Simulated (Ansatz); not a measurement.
Born–Oppenheimer molecular dynamics of AlBrH$_{4}$ (6 atoms, charge 0, multiplicity 1). It starts at the highest image of a converged band, a first-order saddle point between two minima.

Computed with RKS B3LYP-D4/def2-SVP in Ansatz 0.2.0.

```yaml
ensemble: NVE (velocity Verlet)
time_step: 0.5 fs
steps_asked: 200
starting_velocities_drawn_for: 300 K
seed: 7077
```

First frame:

```xyz
6
Properties=species:S:1:pos:R:3
Al 0.007 -0.021 0.044
H 0.011 0.189 1.664
H 1.404 0.139 -0.672
H -1.406 0.061 -0.654
Br 0.086 -2.620 1.059
H 0.054 -1.280 1.762
```

Q: How far do the bonds stretch over the last three quarters of this one trajectory? (Pairs bonded in most of those frames.)

A: 
| bond | mean (Å) | spread (Å) | shortest | longest |
| --- | --- | --- | --- | --- |
| Al1–H2 | 1.601 | 0.046 | 1.53 | 1.69 |
| Al1–H3 | 1.591 | 0.029 | 1.55 | 1.63 |
| Al1–H4 | 1.590 | 0.026 | 1.55 | 1.63 |
| Al1–Br5 | 2.928 | 0.056 | 2.84 | 3.02 |
| Br5–H6 | 1.454 | 0.053 | 1.37 | 1.55 |

Mean temperature of the second half: 272 K. The conserved energy stayed within 0.16 meV per atom of its start (net change -0.031 meV per atom), so the integration is sound. A run of 0.1 ps of so small a system gives no equilibrium averages. The orbitals stay closed-shell, which can raise the energy where a bond breaks towards radicals; this wasn't checked here.

Time of the run: 6.1 min on 1 thread of Arm Neoverse V2, with other jobs on the host, peak memory 0.13 GiB.
